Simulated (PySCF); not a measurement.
PySCF was given this input:
```python
from pyscf import gto, scf, cc

mol = gto.Mole()
mol.atom = '''
    Si    1.469501    0.675243   -0.004315
    C     0.249959   -0.773362   -0.140745
    Si   -1.582865   -0.324499    0.068147
    H     2.839701    0.182994   -0.185178
    H     1.181014    1.668952   -1.040543
    H     1.358676    1.297376    1.316715
    H     0.513805   -1.524899    0.604684
    H     0.384534   -1.254531   -1.110514
    H    -1.982528    0.632796   -0.965442
    H    -1.804865    0.261220    1.391816
    H    -2.402995   -1.534148   -0.060719
'''
mol.basis = '3-21g'
mol.charge = 0
mol.spin = 0
mol.verbose = 4
mol.build()

mf = scf.RHF(mol)
mf.kernel()

mycc = cc.CCSD(mf)
mycc.level_shift = 0.2
mycc.kernel()
et = mycc.ccsd_t()
print('E(CCSD(T)) = %.10f' % (mycc.e_tot + et))
mf.analyze()
```

**Question.** What does this run give for the number of basis functions, SCF-reference dipole moment, T1 diagnostic, coupled-cluster correlation energy (without the perturbative part), SCF-reference HOMO energy, MP2 correlation energy?

**Answer.** 
```
Item                                                                     Value
------------------------------------------------------------------  ----------
number of basis functions                                                   51
SCF-reference dipole moment                                             0.56 D
T1 diagnostic                                                            0.006
coupled-cluster correlation energy (without the perturbative part)  -0.2641 Eh
SCF-reference HOMO energy                                            -11.57 eV
MP2 correlation energy                                              -0.2181 Eh
```
